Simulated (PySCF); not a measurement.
## MnN: energy against distance

Set-up: PySCF, spin-free X2C with a Gaussian nucleus, basis sets Mn x2c-TZVPPall, N x2c-TZVPPall. Energies in eV from Mn (3d5 4s2) + N in their ground configurations at the same level. State: Ms = 2 determinant of mixed spin (⟨S²⟩ near 6.8), unpaired electrons σ ↑, π ↑, δ ↑↑.

All columns are PBE0. A positive dipole means Mn(−)N(+).

```tsv
R (Å)	E (eV)	μ (D)	Mulliken charge on Mn (basis-dependent)	HOMO (eV)	LUMO (eV)	Mayer bond order	⟨S²⟩
1.416	-1.298	-2.66	0.49	-5.44	-2.76	2.98	6.18
1.481	-1.740	-3.07	0.50	-5.54	-2.81	2.78	6.33
1.547	-1.972	-3.39	0.50	-5.59	-2.77	2.56	6.52
1.597	-2.051	-3.58	0.49	-5.60	-2.70	2.40	6.67
1.646	-2.072	-3.73	0.48	-5.60	-2.63	2.25	6.80
1.695	-2.048	-3.84	0.48	-5.59	-2.55	2.10	6.92
1.761	-1.962	-3.95	0.47	-5.55	-2.45	1.93	7.07
1.843	-1.794	-4.05	0.46	-5.49	-2.38	1.73	7.23
1.942	-1.537	-4.18	0.46	-5.38	-2.43	1.53	7.38
2.074	-1.144	-4.43	0.47	-5.19	-2.52	1.30	7.52
```

A fit through these points gives, at Re = 1.642 Å, μ = -3.72 D and dμ/dR = -2.63 D/Å; the reduced mass is 11.16 u.

**Question.** How strong is the fundamental in the double-harmonic approximation, I = 42.26·(dμ/dR)²/μred km/mol?

**Answer.** I = 42.26·(-2.63)²/11.16 = 26.2 km/mol at PBE0.

The metal atom is held in its measured ground configuration; semilocal functionals can put another filling of s and d lower by some tenths of an eV, and De to that atom would be smaller. ⟨S²⟩ of the unrestricted solution departs from its pure value on part of the curve, where spin states mix. The state is the lowest single determinant that the PBE0 search found; with open d or f shells the true ground state can be another one.
